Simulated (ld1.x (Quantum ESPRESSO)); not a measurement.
An all-electron radial function and its pseudo partner (Pd (Z = 46))

Columns: radius, all-electron u(r) and pseudo u(r) of the 5p shell (level -9.98 eV) of palladium in the configuration [Kr] 4d8.5 5s0 5p0; PBE, scalar-relativistic, TM scheme, ld1.x (Quantum ESPRESSO) 7.5.

```
r (bohr)  all-electron   pseudo
   0.120        0.0465  -0.0022
   0.240       -0.1507  -0.0087
   0.360       -0.1091  -0.0194
   0.480        0.0465  -0.0339
   0.600        0.1828  -0.0518
   0.720        0.2538  -0.0728
   0.840        0.2601  -0.0965
   0.960        0.2181  -0.1225
   1.080        0.1463  -0.1507
   1.200        0.0594  -0.1813
   1.320       -0.0323  -0.2143
   1.440       -0.1224  -0.2502
   1.560       -0.2069  -0.2892
   1.680       -0.2836  -0.3311
   1.800       -0.3516  -0.3752
   1.920       -0.4105  -0.4200
   2.040       -0.4606  -0.4633
   2.160       -0.5021  -0.5026
   2.280       -0.5357  -0.5357
   2.400       -0.5619  -0.5619
   2.520       -0.5815  -0.5815
   2.640       -0.5951  -0.5951
   2.760       -0.6032  -0.6032
   2.880       -0.6067  -0.6067
   3.000       -0.6060  -0.6060
   3.120       -0.6015  -0.6015
```

Question: How many radial nodes do the two functions have?

Answer: The all-electron 5p function has n − l − 1 = 3; the pseudo-wave has 0, since the states of the same l below it are removed with the core.

Question: At about which radius was the pseudo-wave matched?

Answer: 2.40 bohr, where the columns begin to agree (steps of 0.12 bohr).

Question: Where does each function peak?

Answer: Outermost all-electron maximum near 2.88 bohr, pseudo maximum near 2.88 bohr (to the table’s step).

Question: Is the pseudo-wave norm-conserving?

Answer: Yes: the TM scheme keeps the norm inside the radius equal to the all-electron one, which fixes the energy derivative of the logarithmic derivative at the level.
